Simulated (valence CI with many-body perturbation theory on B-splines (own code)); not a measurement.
Which ion has this spectrum?

A relativistic CI+MBPT calculation for an atom or ion with 14 electrons gives these levels (eV):

| J | Parity | E | g |
| --- | --- | --- | --- |
| 0 | even | 0.0 |  |
| 1 | even | 612.7 | 1.49 |
| 2 | even | 623.2 | 1.15 |
| 2 | odd | 817.3 | 1.50 |
| 1 | odd | 847.4 | 1.05 |
| 2 | odd | 867.2 | 0.75 |
| 1 | odd | 920.9 | 0.89 |
| 2 | odd | 1028.8 | 1.28 |
| 3 | odd | 1030.7 | 1.10 |
| 1 | even | 1077.0 | 0.45 |
| 2 | even | 1085.7 | 1.11 |
| 3 | even | 1233.0 | 1.33 |
| 2 | even | 1244.3 | 1.30 |
| 2 | even | 1249.4 | 1.04 |

The energies are calculated, and their last digits are not significant.

Which is it?
A. Bi69+
B. Pb68+
C. At71+
D. Rn72+

A. Bi69+, ground level (3s^2 3p1/2^2) J=0.
